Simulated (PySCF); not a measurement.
## How methods differ on the excitation energy of Pt²⁺

Pt²⁺ [Xe] 4f14 5d8 (3F) → Pt²⁺ [Xe] 4f14 5d7 6s1 (5F), as a difference of total energies. All numbers are calculated (PySCF 2.14, scalar relativity by spin-free X2C-1e, in x2c-TZVPPall with one added diffuse shell each of s, p, d, f type (12s8p8d4f1g, 113 functions)). Correlated levels: valence: [Xe] 4f14 frozen; valence and next inner shell: [Kr] 4d10 4f14 frozen. The calculations carry no spin-orbit coupling.

| method | excitation energy (eV) |
| --- | --- |
| UHF | 2.591 |
| LDA | 2.893 |
| PBE | 2.794 |
| PBE0 | 2.923 |
| r2SCAN | 2.658 |
| MP2 (valence) | 3.103 |
| SCS-MP2 (valence) | 3.438 |
| MP2 (valence and next inner shell) | 2.865 |
| SCS-MP2 (valence and next inner shell) | 3.105 |

**Question.** How much does correlation contribute at MP2 (valence and next inner shell)?

**Answer.** 2.865 − (2.591) = 0.274 eV, measured against UHF.

A first-order spin-orbit estimate (lowest level to lowest level, LS coupling) adds -0.037 eV.
